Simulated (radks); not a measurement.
Results of a calculation; reference values are marked as such.
Effect of the nuclear size on the potassium ion K+, [Ar]. Code: a radial shooting solver on a logarithmic mesh with Libxc functionals. Model: Dirac Kohn-Sham, relativistic LDA (MacDonald-Vosko exchange, VWN5 correlation), spin-unpolarised, spherical densities, finite nucleus; Fermi nuclear charge, rms radius 3.4349 fm. The rms radius is varied about that value; shifts are against it.

rms radius (fm)  total energy shift (eV)  density at nucleus (e/bohr^3)  1s1/2 shift (meV)  2s1/2 shift (meV)
2.9884                          -0.00568                           5154              -2.39             -0.186
3.1532                          -0.00367                           5148              -1.55             -0.120
3.4349                                 0                           5138              0.000              0.000
3.5757                           0.00195                           5133              0.821              0.064
4.1081                            0.0100                           5116               4.22              0.327

Slopes of the eigenvalues against <r^2> in GHz/fm^2, as finite differences over the two radii next to the reference (eigenvalue slopes, not the field-shift constants of lines): 1s1/2 201, 2s1/2 15.6.
